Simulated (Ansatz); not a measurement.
`CCBSC` + silanol → `CSBO[SiH3]` + ethane  (ligand exchange at a B–C bond)

Isolated molecules relaxed with PBE0-D4/def2-TZVP in Ansatz; ΔE leaves out vibrations. CCSD(T)/CBS adds triple-zeta CCSD(T) − MP2 to the extrapolated MP2 energy (def2 sets, frozen cores). This one scheme is used for every species. Functionals use def2-TZVPP. Each species was taken in one conformer, which may not be the lowest.

CCSD(T)/CBS gives -119.5 kJ/mol.

Another level gave -115.7 kJ/mol. Which?
A. PBE-D4/def2-TZVPP
B. HF/def2-TZVPP
C. B2PLYP/def2-TZVPP
D. ωB97X-V/def2-TZVPP

A. PBE-D4 -115.7, HF/def2-TZVPP -136.0, ωB97X-V -120.6, B2PLYP -125.5 kJ/mol.

Largest T1 diagnostic among the species: 0.013.

In def2-TZVPP, CCSD(T) changes the Hartree–Fock value by +15.1 kJ/mol (the triples alone add +1.0 kJ/mol) and MP2 by +15.5 kJ/mol.
